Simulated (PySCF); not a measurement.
Molfile (atoms numbered from 1):
```
C8H16Si
     RDKit          3D

 25 25  0  0  0  0  0  0  0  0999 V2000
    4.3323    0.1838    0.2207 C   0  0  0  0  0  0  0  0  0  0  0  0
    3.0236    0.3788    0.3898 C   0  0  0  0  0  0  0  0  0  0  0  0
    1.9700   -0.6777    0.3280 C   0  0  1  0  0  0  0  0  0  0  0  0
    1.0980   -0.8406    1.6103 C   0  0  0  0  0  0  0  0  0  0  0  0
   -0.3234   -1.3498    0.4634 Si  0  0  1  0  0  4  0  0  0  0  0  0
   -2.0672   -0.7006    0.7394 C   0  0  0  0  0  0  0  0  0  0  0  0
   -3.0013   -0.9060   -0.4541 C   0  0  0  0  0  0  0  0  0  0  0  0
   -4.4073   -0.3732   -0.2207 C   0  0  0  0  0  0  0  0  0  0  0  0
    0.8452   -0.4494   -0.7288 C   0  0  0  0  0  0  0  0  0  0  0  0
    5.0479    1.0082    0.2800 H   0  0  0  0  0  0  0  0  0  0  0  0
    4.7367   -0.8128    0.0150 H   0  0  0  0  0  0  0  0  0  0  0  0
    2.6555    1.3943    0.5941 H   0  0  0  0  0  0  0  0  0  0  0  0
    2.4547   -1.6459    0.1133 H   0  0  0  0  0  0  0  0  0  0  0  0
    1.5099   -1.4912    2.3940 H   0  0  0  0  0  0  0  0  0  0  0  0
    0.8898    0.1478    2.0564 H   0  0  0  0  0  0  0  0  0  0  0  0
   -0.3663   -2.8276    0.2137 H   0  0  0  0  0  0  0  0  0  0  0  0
   -2.4845   -1.1907    1.6381 H   0  0  0  0  0  0  0  0  0  0  0  0
   -1.9960    0.3736    0.9881 H   0  0  0  0  0  0  0  0  0  0  0  0
   -2.5693   -0.4203   -1.3470 H   0  0  0  0  0  0  0  0  0  0  0  0
   -3.0530   -1.9813   -0.6998 H   0  0  0  0  0  0  0  0  0  0  0  0
   -5.0549   -0.5379   -1.0958 H   0  0  0  0  0  0  0  0  0  0  0  0
   -4.3931    0.7090   -0.0139 H   0  0  0  0  0  0  0  0  0  0  0  0
   -4.8804   -0.8668    0.6434 H   0  0  0  0  0  0  0  0  0  0  0  0
    1.0658   -0.7974   -1.7473 H   0  0  0  0  0  0  0  0  0  0  0  0
    0.5840    0.6224   -0.7785 H   0  0  0  0  0  0  0  0  0  0  0  0
  1  2  2  0
  2  3  1  0
  3  4  1  0
  4  5  1  0
  5  6  1  0
  6  7  1  0
  7  8  1  0
  5  9  1  0
  9  3  1  0
  1 10  1  0
  1 11  1  0
  2 12  1  0
  3 13  1  6
  4 14  1  0
  4 15  1  0
  5 16  1  6
  6 17  1  0
  6 18  1  0
  7 19  1  0
  7 20  1  0
  8 21  1  0
  8 22  1  0
  8 23  1  0
  9 24  1  0
  9 25  1  0
M  END
```

Geometry: PBE0-D3(BJ)/def2-SVP; GIAO shifts from PySCF 2.14.0 with density-fitted response routines, gas phase, non-relativistic, averaged over equivalent atoms.

At KT2/pcSseg-1 (240 basis functions, 56 s wall time on 1 thread of an Arm Neoverse V2, shared host):
```csv
atoms,δ (ppm)
C2,146.4
C1,107.4
C3,44.4
C4/C9,24.0
C6,22.9
C7,21.8
C8,21.0
Si5,-8.2
H12,5.66
H11,4.93
H10,4.75
H16,4.73
H13,2.70
H14/H24,1.37
H19/H20,1.27
H21/H22/H23,1.06
H15/H25,0.95
H17/H18,0.75
```

Chemical shifts δ = σref − σ; 13C (183.22 ppm), 29Si (361.05 ppm), 1H (31.18 ppm) against TMS, all at this level.

Question: Estimate the result of repeating the calculation with PBE0/pcSseg-1.

Answer: 
| atoms | δ at PBE0/pcSseg-1 | change |
| --- | --- | --- |
| C2 | 156.4 | +10.0 |
| C1 | 117.4 | +10.0 |
| C3 | 40.6 | -3.8 |
| C4/C9 | 22.0 | -2.0 |
| C6 | 20.6 | -2.3 |
| C7 | 19.7 | -2.1 |
| C8 | 20.4 | -0.6 |
| Si5 | -7.6 | +0.6 |
| H12 | 5.85 | +0.19 |
| H11 | 5.15 | +0.22 |
| H10 | 5.01 | +0.26 |
| H16 | 4.60 | -0.13 |
| H13 | 2.57 | -0.13 |
| H14/H24 | 1.22 | -0.15 |
| H19/H20 | 1.19 | -0.08 |
| H21/H22/H23 | 1.04 | -0.02 |
| H15/H25 | 0.83 | -0.12 |
| H17/H18 | 0.61 | -0.14 |

Scale: TMS for 13C (σ = 184.41 ppm) and 29Si (σ = 351.99 ppm) and 1H (σ = 31.27 ppm) (reference shieldings calculated alike).

The largest change is at C1 (terminal =CH2 carbon). Cost: 240 basis functions, 41 s wall time on 1 thread of an Arm Neoverse V2, shared host. The order of the carbon signals changes between the two levels.
